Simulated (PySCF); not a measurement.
Working out the excitation energy of N²⁺

N²⁺ [He] 2s2 2p1 (2P) → N²⁺ [He] 2s1 2p1 3s1 (4P). Computed with PySCF 2.14 in aug-cc-pVTZ-DK, with the spin-free X2C one-electron Hamiltonian (Gaussian nucleus). Frozen: 1s2. Energies in hartree (1 hartree = 27.21139 eV):

```tsv
part	N²⁺ (lower)	N²⁺ (upper)
UHF	-52.847342	-51.602662
MP2 opposite-spin	-0.052971	0.000000
MP2 same-spin	-0.003647	-0.008346
```

Q: What does Hartree-Fock give?

A: (-51.602662) − (-52.847342) = 1.244680 hartree = 33.869 eV.

Q: What do MP2 and SCS-MP2 (6/5 opposite-spin, 1/3 same-spin) give?

A: The opposite-spin parts differ by 1.441 eV and the same-spin parts by -0.128 eV. MP2: 33.869 + (1.441) + (-0.128) = 35.182 eV. SCS-MP2: 33.869 + 1.2 × (1.441) + (-0.128)/3 = 35.556 eV.
